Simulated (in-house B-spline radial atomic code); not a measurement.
## Ionising Zn V (Zn4+) with different functionals

Computed with a B-spline radial code for spherical atoms: scalar-relativistic (spin-free X2C) Hamiltonian, Fermi nucleus of rms radius 3.9283 fm, spin-polarised at highest spin, spherical fractional occupations for the functionals, the average over the highest-spin determinants for Hartree-Fock. The ionisation energy is the difference of two self-consistent energies, [Ar] 3d8 → [Ar] 3d7, without Breit or QED terms; ε is the level of the shell that loses the electron (its least bound occupied spin orbital).

Hybrids are left out here: with spherical fractional occupations of an open shell their exact exchange keeps a self-interaction that integer-occupation calculations don't have.

```json
{"method": "Hartree-Fock", "rung": "Hartree-Fock", "ΔSCF (eV)": "81.08", "-ε(3d) (eV)": "84.44"}
{"method": "LDA VWN5", "rung": "LDA", "ΔSCF (eV)": "84.22", "-ε(3d) (eV)": "72.35"}
{"method": "LDA PW92", "rung": "LDA", "ΔSCF (eV)": "84.21", "-ε(3d) (eV)": "72.34"}
{"method": "LDA exchange-only", "rung": "LDA", "ΔSCF (eV)": "82.04", "-ε(3d) (eV)": "70.26"}
{"method": "PBE", "rung": "GGA", "ΔSCF (eV)": "83.81", "-ε(3d) (eV)": "71.95"}
{"method": "PBEsol", "rung": "GGA", "ΔSCF (eV)": "83.77", "-ε(3d) (eV)": "71.92"}
{"method": "BLYP", "rung": "GGA", "ΔSCF (eV)": "83.76", "-ε(3d) (eV)": "71.91"}
{"method": "RPBE", "rung": "GGA", "ΔSCF (eV)": "83.69", "-ε(3d) (eV)": "71.83"}
{"method": "PW91", "rung": "GGA", "ΔSCF (eV)": "83.97", "-ε(3d) (eV)": "72.10"}
{"method": "BP86", "rung": "GGA", "ΔSCF (eV)": "83.91", "-ε(3d) (eV)": "72.04"}
{"method": "AM05", "rung": "GGA", "ΔSCF (eV)": "83.81", "-ε(3d) (eV)": "71.95"}
{"method": "OLYP", "rung": "GGA", "ΔSCF (eV)": "84.01", "-ε(3d) (eV)": "72.15"}
{"method": "TPSS", "rung": "meta-GGA", "ΔSCF (eV)": "83.61", "-ε(3d) (eV)": "71.76"}
{"method": "SCAN", "rung": "meta-GGA", "ΔSCF (eV)": "83.47", "-ε(3d) (eV)": "71.78"}
{"method": "r2SCAN", "rung": "meta-GGA", "ΔSCF (eV)": "83.55", "-ε(3d) (eV)": "71.84"}
{"method": "revTPSS", "rung": "meta-GGA", "ΔSCF (eV)": "83.42", "-ε(3d) (eV)": "71.60"}
```

**Question.** How do they compare with the NIST value?

**Answer.** NIST lists 82.6 eV ± 0.9 (semi-empirical, ground level to ground level). Errors run from -1.52 to +1.62 eV; all lie within about twice that uncertainty, so the table can't rank the methods. Hartree-Fock also lacks correlation.
